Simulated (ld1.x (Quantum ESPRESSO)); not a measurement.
Before and after: TM potential for B

boron (B), norm-conserving Troullier–Martins (Kleinman–Bylander form), made with ld1.x (Quantum ESPRESSO) 7.5 (PBEsol, non-relativistic). Core [He], reference 2s2 2p1. Waves: 2s (bound): rc 1.15 bohr; 2p (bound): rc 2.10 bohr; 3d channel at 0.05 Ry: rc 2.00 bohr. Local part: the d channel. Core correction: none.

Change: all radii scaled by about 0.79 (s 0.90, p 1.66, d 1.58 bohr).

Cutoffs: the cutoffs (Ry, on a coarse ladder) from which the occupation-weighted sum of valence levels, in a spherical-Bessel basis at the reference potential, stays within 10 and 1 mRy of its value at 400 Ry; they do not see the model core or the augmentation charge, which bear on the density cutoff. Errors are all-electron minus pseudo energies relative to the spin-unpolarised reference configuration.

Problem. What does the change do?

Solution. The potential gets harder (21 Ry and 55 Ry → 90 Ry and 180 Ry); of the 7 tests that both files solve, the error grows in 4 and shrinks in 1 by more than 15 % and 0.3 meV (median size 3.8 → 13.1 meV); neither file shows a bound ghost. A smaller radius makes the pseudo-wave follow the all-electron one further in, where it bends more sharply, so more plane waves are needed.

```tsv
quantity	base	changed
cutoff, loose	21 Ry	90 Ry
cutoff, tight	55 Ry	180 Ry
loose cutoff by channel (10 mRy a level)	s 18 Ry, p 18 Ry	s 80 Ry, p 25 Ry
bound ghosts	none	none
error for 2s2 2p0, meV [ΔE 8.14 eV]	+27	+36
error for 2s1 2p0, meV [ΔE 33.40 eV]	+113	+98
error for 2s2 2p0.5, meV [ΔE 2.86 eV]	+3.5	+4.4
error for 2s1 2p1, meV [ΔE 14.26 eV]	-6.1	+2.0
error for 2s2 2p1.3, meV [ΔE -0.73 eV]	+0.3	+0.4
error for 2s0 2p3, meV [ΔE 11.64 eV]	+3.8	+64
error for 2s1 2p2, meV [ΔE 5.81 eV]	+2.1	+13
```
